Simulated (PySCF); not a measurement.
Compound: C4H5O3PS.
Atom-mapped SMILES: `[O:1]=[P:2]([OH:3])([OH:4])[c:5]1[cH:6][cH:7][cH:8][s:9]1`

Geometry (GFN2-xTB, Å), atoms numbered from 1 in this order:
```xyz
14
C4H5O3PS angstrom
O     -2.2373    1.3129    0.7775
P     -1.7679    0.1664    0.0122
O     -2.3778    0.0736   -1.4556
O     -2.1964   -1.2601    0.6426
C      0.0161    0.0544   -0.1928
C      0.9335    0.9088    0.3370
C      2.2577    0.5630   -0.0041
C      2.3207   -0.5478   -0.7838
S      0.7666   -1.1953   -1.1180
H     -2.2464   -0.7793   -1.8727
H     -2.4321   -1.1362    1.5612
H      0.6506    1.7500    0.9428
H      3.1221    1.1175    0.3132
H      3.1901   -1.0285   -1.1868
```

NICS = −σ at a ghost point: NICS(0) at the centroid of the ring atoms, NICS(1) 1 Å to either side along the normal of their mean plane, zz for the tensor component along that normal. Level: GIAO PBE0/pcSseg-1 (PySCF, non-relativistic, gas phase) on the GFN2-xTB geometry, one conformer.

Ring bond lengths (Å), with Mayer bond orders in brackets: C5–C6 1.361 (1.58), C6–C7 1.410 (1.27), C7–C8 1.359 (1.58), C8–S9 1.716 (1.19), S9–C5 1.727 (1.12).

Task: What do the NICS probes read (ppm)?

Result: 
```tsv
ring	type	NICS(0)	NICS(1), two faces	NICS(1)zz, two faces	rms pucker (Å)	centre to ring atoms, mean (Å)
C5–C6–C7–C8–S9	5-membered ring with S; formal bonds all aromatic	-12.8	-11.6 / -11.6	-27.0 / -27.2	0.00	1.28
```

Task: What can be read from them?

Result: 
- C5–C6–C7–C8–S9: mean NICS(1)zz -27.1 ppm, shielded. The ring is flat and has no four-coordinate atom; by the NICS criterion it is aromatic.

Task: How equal are the bonds by HOMA? HOMA takes Krygowski's 1993 parameters.

Result: 
- C5–C6–C7–C8–S9: HOMA 0.82; the largest term is that of S9–C5, α(R − Ropt)² = 0.23. The geometric and the magnetic index point the same way.

Task: Give the inner angles of the rings and the Hirshfeld charges of the ring atoms.

Result: 
- C5–C6–C7–C8–S9: C5 111.7° (-0.103 e), C6 112.6° (-0.052 e), C7 112.5° (-0.065 e), C8 112.2° (-0.069 e), S9 90.9° (+0.110 e); sum 540.0° against 540° for a flat convex ring.

Task: What are the shieldings of the ring atoms and their hydrogens in the same run (means over atoms taken as equivalent)?

Result: 
```csv
atoms,environment,σ isotropic (ppm),"principal values of the symmetric part, first atom (ppm)"
C5,substituted aromatic carbon,44.9,"-24.9, 32.0, 127.5"
C6,aromatic CH carbon,46.2,"-36.4, 24.5, 150.5"
C7,aromatic CH carbon,55.6,"-25.3, 39.8, 152.2"
C8,aromatic CH next to a ring sulfur,46.0,"-46.9, 44.0, 140.9"
S9,thiophene-type sulfur,272.7,"129.0, 281.9, 407.1"
H12,aromatic hydrogen,23.91,"20.1, 23.5, 28.1"
H13,aromatic hydrogen,24.48,"21.2, 24.8, 27.5"
H14,aromatic hydrogen,24.18,"21.2, 24.2, 27.2"
```
